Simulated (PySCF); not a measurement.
Cards and structures have been mixed up. Pair them.

Structures:
1. `C=C1CC/C1=C/C`
2. `C=C(C[SiH3])B(O)O`
3. `O=C1C=CC(=O)C1`

Card P (geometry PBE0-D3(BJ)/def2-SVP):
* Rotational constants A, B, C: 4.139, 2.239, 1.496 GHz
* Static isotropic polarisability (wB97X-D/def2-SVPD): 86.9 au
* Vertical ionisation energy (ΔSCF wB97X-D/def2-SVPD): 8.16 eV
* Lowest singlet excitation (TDDFT wB97X-D/def2-SVPD): 5.18 eV (239 nm, f = 0.332)
* Lowest triplet excitation (Tamm–Dancoff) (TDA wB97X-D/def2-SVPD): 3.00 eV

Card Q (geometry PBE0-D3(BJ)/def2-SVP):
- Rotational constants A, B, C: 3.143, 1.467, 1.084 GHz
- Static isotropic polarisability (wB97X-D/def2-SVPD): 86.5 au
- Lowest triplet excitation (Tamm–Dancoff) (TDA wB97X-D/def2-SVPD): 3.94 eV
- Strongest line among the 10 lowest singlet transitions (TDDFT wB97X-D/def2-SVPD): S1 at 6.20 eV (200 nm, f = 0.280)
- Vertical ionisation energy (ΔSCF wB97X-D/def2-SVPD): 9.30 eV
- Isotropic shieldings of nuclei other than C and H, by class (GIAO PBE0/pcSseg-1): 74 (1 B), 220 (2 O), 410 (1 Si) ppm

Card R (geometry PBE0-D3(BJ)/def2-SVP):
* Rotational constants A, B, C: 6.711, 2.209, 1.679 GHz
* Static isotropic polarisability (wB97X-D/def2-SVPD): 62.3 au
* Dipole moment (wB97X-D/def2-SVPD): 1.80 D
* Largest of the computed one-bond spin–spin couplings (means over like bonds) (B3LYP/pcJ-1, spin–dipole term left out): 13C–1H +181.5 (×2), 13C–1H +140.9 (×2), 13C–13C +67.6, 13C–13C +47.8 (×2), 13C–13C +46.4 (×2), 17O–13C +33.1 (×2) Hz
* Vertical ionisation energy (ΔSCF wB97X-D/def2-SVPD): 9.98 eV
* Strongest line among the 10 lowest singlet transitions (TDDFT wB97X-D/def2-SVPD): S4 at 5.91 eV (210 nm, f = 0.345)

Each SMILES stands for a single optimised conformer of the isolated species, non-relativistic unless stated. Electronic properties by PySCF. NMR classes are plain means over equivalent atoms (diastereotopic ones count apart unless rotation or inversion swaps them), as if these changed places fast.

Problem. Which card belongs to which structure?

Solution. P = 1, Q = 2, R = 3. What ties each card to its structure:
- 1 (card P), C7H10, monoisotopic mass 94.1 u, 7 heavy atoms: an asymmetric top with C = 1.496 GHz; polarisability 86.9 au for 52 electrons, the largest shown.
- 2 (card Q), C3H9BO2Si, monoisotopic mass 116.0 u, 7 heavy atoms: an asymmetric top with C = 1.084 GHz, the lowest such constant on the cards; polarisability 86.5 au for 62 electrons.
- 3 (card R), C5H4O2, monoisotopic mass 96.0 u, 7 heavy atoms: an asymmetric top with C = 1.679 GHz, the highest such constant on the cards; polarisability 62.3 au for 50 electrons, the smallest shown; dipole 1.80 D.
